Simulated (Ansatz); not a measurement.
Total energies of C2H10N3Y, SMILES `C[N](C)[Y]([NH2])[NH2]`.

```csv
atom,x (Å),y (Å),z (Å)
C1,-1.8149,0.5729,0.8954
N2,-0.6159,-0.1894,0.6680
C3,-0.4960,-1.2741,1.6058
Y4,0.8125,0.2443,-0.8797
N5,2.5672,-0.9876,-1.0960
N6,0.4821,1.9120,-2.2039
H7,-1.8991,1.3979,0.1766
H8,-2.7281,-0.0369,0.7931
H9,-1.8455,1.0203,1.9031
H10,0.4203,-1.8505,1.4259
H11,-1.3391,-1.9822,1.5413
H12,-0.4564,-0.9252,2.6513
H13,3.3039,-0.8783,-1.7834
H14,2.8272,-1.7913,-0.5365
H15,1.0816,2.2115,-2.9641
H16,-0.2997,2.5565,-2.1968
```

Charge 0, multiplicity 1. Correlated methods include outer-core shells of Y, which these sets cover unevenly. Y: def2 effective core potential. Geometry: relaxed with PBE0-D4/def2-TZVP. It is one conformer, not always the lowest. Basis def2-TZVPP, Ansatz.

RPA on PBE orbitals: Hartree–Fock energy of these orbitals -282.91103 Eh, correlation -2.03502 Eh (frozen core).

```csv
functional,energy without D4 (Eh),D4 term (kJ/mol)
LDA (SPW92),-282.76864,–
BLYP,-284.86995,-62.7
r2SCAN,-284.87700,-8.1
B97M-V,-284.98921,–
PBE0,-284.70001,-25.4
r2SCANh,-284.85256,-8.6
HSE06 (plane-wave form),-284.68491,-23.9
BHLYP,-284.77632,-37.7
CAM-B3LYP,-284.85073,-26.0
LC-ωPBE,-284.87453,–
ωB97X-V,-284.90555,–
ωB97M-V,-284.81211,–
B2PLYP,-284.71857,–
PBE-QIDH,-284.61576,–
```

(1) Give the same for PBE, revPBE, B3LYP, r2SCAN0. (An estimate is asked.)

B3LYP takes the VWN-RPA correlation (the form of Gaussian; ORCA's B3LYP/G). HSE06 is the plane-wave form, built on full-range PBE exchange. The double hybrids freeze the cores in their second-order part.

Answers

(1) The calculation gave: 
| functional | energy without D4 (Eh) | D4 term (kJ/mol) |
| --- | --- | --- |
| PBE | -284.69328 | -29.6 |
| revPBE | -284.95947 | -86.2 |
| B3LYP | -285.03206 | -46.9 |
| r2SCAN0 | -284.81755 | -9.4 |

LC-ωPBE has ω = 0.4 bohr⁻¹.
